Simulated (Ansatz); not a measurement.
`ClB1NC[Se]1`. Charge 0, multiplicity 1.

```xyz
8

Cl   -1.259   -1.133   -2.351
B    -0.586   -0.651   -0.820
N     0.152    0.482   -0.483
C     0.403    0.286    0.926
Se   -0.575   -1.441    0.981
H     0.477    1.281   -1.002
H    -0.069    1.026    1.572
H     1.456    0.150    1.178
```

(1) What are the harmonic wavenumbers in cm⁻¹ at PBE0-D4/def2-TZVP (Ansatz, finite differences of forces, unscaled)? (Best estimate.)

(2) Is this a minimum?

(3) Give the ideal-gas thermochemistry at 298.15 K and 1 bar (rigid rotor, harmonic oscillator; point group Cs, symmetry number 1).

## Answers

(1) Computed: 181, 194, 397, 450, 474, 501, 654, 865, 956, 1073, 1152, 1194, 1236, 1447, 1516, 3080, 3145, 3643.

(2) Yes, all 18 modes are real.

(3) Zero-point energy 132.5 kJ/mol; H(298) − E = 149.1 kJ/mol; entropy 324.1 J/(mol·K), of which translation 171.7, rotation 116.8, vibration 35.6; G(298) − E = 52.5 kJ/mol.
